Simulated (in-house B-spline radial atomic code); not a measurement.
The numbers below are computed, except where a source is named.
**Weak and strong correlation along the adiabatic connection**

Two-electron singlets in several external potentials (atomic units), by full CI in B-splines with partial waves to l = 8 (correlation energies up to 0.6 % small). The repulsion is scaled by λ at fixed density; W(λ) is the mean repulsion less the Hartree energy, W(0) = E_x, and the area under W from 0 to 1 is E_xc.

Relative drop (W(λ) − E_x)/E_x:

```tsv
system	λ = 0.12	λ = 0.25	λ = 0.4	λ = 0.6	λ = 0.8	λ = 1
−Z/r, Z = 12	0.0015	0.0032	0.0051	0.0075	0.0100	0.0124
ω²r²/2 − Z/r, ω = 0.0134, Z = 2	0.0110	0.0223	0.0346	0.0498	0.0638	0.0767
−V exp(−r²/w²), V = 6.52, w = 7.28	0.0229	0.0450	0.0674	0.0931	0.1149	0.1336
−V exp(−r²/w²), V = 12.3, w = 4.26	0.0147	0.0296	0.0453	0.0643	0.0814	0.0967
ω²r²/2, ω = 0.15	0.0421	0.0788	0.1124	0.1470	0.1734	0.1942
−V exp(−r²/w²), V = 1.02, w = 3.43	0.0284	0.0550	0.0812	0.1103	0.1342	0.1541
−Z exp(−kr)/r, Z = 3.44, k = 0.679	0.0061	0.0125	0.0197	0.0288	0.0376	0.0459
```

Task: Order the systems by how far second-order (GL2) theory, half the initial slope (estimated from the first points of each curve), overshoots the correlation energy, least first.
A. ω²r²/2, ω = 0.15
B. −V exp(−r²/w²), V = 12.3, w = 4.26
C. −V exp(−r²/w²), V = 6.52, w = 7.28
D. −Z exp(−kr)/r, Z = 3.44, k = 0.679
E. ω²r²/2 − Z/r, ω = 0.0134, Z = 2
F. −V exp(−r²/w²), V = 1.02, w = 3.43
G. −Z/r, Z = 12

Result: G (GL2/E_c = 1.02), D (GL2/E_c = 1.08), E (GL2/E_c = 1.15), B (GL2/E_c = 1.20), C (GL2/E_c = 1.32), F (GL2/E_c = 1.41), A (GL2/E_c = 1.62).

Task: What else changes along this order?

Result: The ratio follows the bend of the curve. With it the leading natural occupation goes from 2.000 to 1.866 and −T_c/E_c from 0.98 to 0.62 between the first and the last.
